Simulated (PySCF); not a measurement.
Compound: C4H9SSi (doublet state).
Atom-mapped SMILES: `[CH3:1][C:2](=[S:3])[Si:4]([CH3:5])[CH3:6]` (hydrogens: H7, H8, H9 on C1; H10, H11, H12 on C5; H13, H14, H15 on C6)

Method: UKS B3LYP, pcH-1 on C H S Si, non-relativistic, mean-field spin-orbit, GIAO in PySCF. Geometry: GFN2-xTB; no solvent, vibrations or thermal averaging. Couplings are sensitive to structure, and on GFN2-xTB geometries they can be far from those on DFT ones, by a factor of two or more for some ions and for spin on atoms past the first row.

Output of the driver script. Atoms in this output count from 0.

```
UKS, coarse grid
  cycle   1  E = -845.41778989  |g| = 4.34e-01
  cycle   2  E = -845.08990948  |g| = 7.73e-01
  cycle   3  E = -845.49093836  |g| = 2.33e-01
  cycle   4  E = -845.52795658  |g| = 4.86e-02
  cycle   5  E = -845.52938825  |g| = 3.55e-02
  cycle   6  E = -845.53014124  |g| = 1.32e-02
  cycle   7  E = -845.53040960  |g| = 5.89e-03
  cycle   8  E = -845.53048373  |g| = 2.99e-03
  cycle   9  E = -845.53049704  |g| = 9.89e-04
  cycle  10  E = -845.53049928  |g| = 5.42e-04
UKS, final grid
  cycle   1  E = -845.53049318  |g| = 6.66e-04
  cycle   2  E = -845.53049308  |g| = 9.08e-04
  cycle   3  E = -845.53049351  |g| = 9.06e-05
  cycle   4  E = -845.53049354  |g| = 7.05e-05
  cycle   5  E = -845.53049356  |g| = 5.21e-05
  cycle   6  E = -845.53049356  |g| = 1.39e-05
E = -845.53049356 Eh   <S^2> = 0.7625 (exact 0.7500)
g shifts (ppm)      1          2          3
  rmc          -175       -175       -175
  gc            -14         29         26
  oz_so         -85       9033      36217
  total        -275       8888      36070
hyperfine (MHz)  atom isotope    a_iso     a_fc   dipolar eigenvalues
    0   13C      -3.05      -3.05     -0.52      0.10      0.42
    1   13C     -20.12     -20.12     -3.05     -0.07      3.12
    2   33S       9.59       9.59    -45.04    -43.66     88.70
    3  29Si     -94.53     -94.53   -117.90     58.71     59.19
    4   13C      -8.76      -8.76     -1.33     -0.12      1.45
    5   13C      -8.12      -8.12     -1.16     -0.44      1.60
    6    1H      -0.75      -0.75     -1.54     -0.85      2.40
    7    1H       4.63       4.63     -1.79     -0.60      2.39
    8    1H       0.49       0.49     -1.70     -1.11      2.81
    9    1H      27.24      27.24     -1.84     -1.40      3.24
   10    1H       1.00       1.00     -1.70     -1.08      2.78
   11    1H      22.24      22.24     -1.78     -1.44      3.22
   12    1H      30.08      30.08     -2.00     -1.40      3.41
   13    1H      28.52      28.52     -1.99     -1.40      3.39
   14    1H       0.77       0.77     -1.99     -1.16      3.16
```

Problem. The SCF converged. Which of these numbers needs a check, and why?

Solution. The largest g shift is +0.036, past the limit of 0.03 at which the run flags a species of elements up to argon. The orbital-Zeeman/spin–orbit term is second order, a sum of spin–orbit matrix elements over excitation energies, so it grows and becomes less reliable as an excited state comes close; a shift of this size calls for a check with another method. The contact and dipolar couplings don't rest on that expansion, but they belong to the state that the SCF found, and a close-lying state with the spin in another orbital would have other couplings; no stability test was run. The run left out the spin–orbit part of the hyperfine coupling.

Problem. Where is the spin in this solution (atoms counted from 1)?

Solution. The Mulliken spin populations are largest on Si4 (+0.59) and S3 (+0.48). The angles at Si4 add up to 360.0°, so it is planar. The unrestricted determinant has ⟨S²⟩ = 0.7625 (exact 0.7500), so spin contamination is small. The SMILES `CC(=S)[Si](C)C` draws the unpaired electron on Si4, whose computed spin population is only +0.59.

Problem. Average a_iso over equivalent nuclei, turn it into first-order splittings with g = 2.0023, and give the multiplets for abundant isotopes (0.05 mT or more).

Solution. 
```
nuclei (from 1)  isotope    I          position  a_iso (MHz)  |a| (mT)              splits into
       H10 (×6)       1H  1/2  2 bonds from Si4         18.3      0.65  1:6:15:20:15:6:1 septet
       H7/H8/H9       1H  1/2   3 bonds from S3          1.5      0.05          1:3:3:1 quartet
```

Nuclei that the bonding pattern makes equivalent are averaged, as if the motion that swaps them (rotation, inversion, ring flip) were fast. The six 1H nuclei of mean +18.3 MHz run from 0.8 to 30.1 MHz in the frozen geometry. The three 1H nuclei of mean +1.5 MHz run from -0.7 to 4.6 MHz in the frozen geometry. Main spin sites, with 60 % or more of the largest population: S3, Si4; positions count bonds from the nearest.

Hardware: Arm Neoverse V1, one thread, shared host with 32 logical CPUs at a one-minute load of 12. Cost: 61 s of wall time (with the writing of density and orbital grids), 0.91 GiB resident at most.
